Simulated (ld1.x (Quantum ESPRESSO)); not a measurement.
Configuration tests for sulfur (S) (TM)

S, norm-conserving Troullier–Martins (Kleinman–Bylander form), made with ld1.x (Quantum ESPRESSO) 7.5 (BP86, scalar-relativistic). Core [Ne], reference 3s2 3p2 (charge +2). Waves: 3s (bound): rc 1.20 bohr; 3p (bound): rc 1.40 bohr; 3d channel at 0.5 Ry: rc 1.40 bohr. Local part: all-electron potential smoothed inside 1.05 bohr (lloc = -2). Core correction: none.

Energies are relative to the spin-unpolarised reference configuration 3s2 3p2; without spin polarisation the order of configurations can differ from experiment.

(1) Give the all-electron excitation energy and the error of the potential for: 3s2 3p4; 3s2 3p3; 3s2 3p1; 3s2 3p0; 3s2 3p3.5; 3s0 3p6; 3s2 3p4.3.

Levels in the configuration 3s2 3p4.3:

```json
{"level": "3s", "all-electron (eV)": "-14.597", "pseudo (eV)": "-14.617"}
{"level": "3p", "all-electron (eV)": "-4.514", "pseudo (eV)": "-4.529"}
```

Results:

(1)

```
valence configuration  charge  ΔE all-electron (eV)  error AE − PS (meV)
              3s2 3p4       0               -34.237                  +37
              3s2 3p3      +1               -22.376                  +15
              3s2 3p1      +3                34.146                  +25
              3s2 3p0      +4                81.073                 +146
            3s2 3p3.5    +0.5               -29.530                  +26
              3s0 3p6       0               -13.483                  +42
            3s2 3p4.3    -0.3               -35.975                  +42
```

ld1.x printed “convergence not achieved” for 6 of the counted tests; their residual had stalled under 1e-8, short of the target of 1e-14.
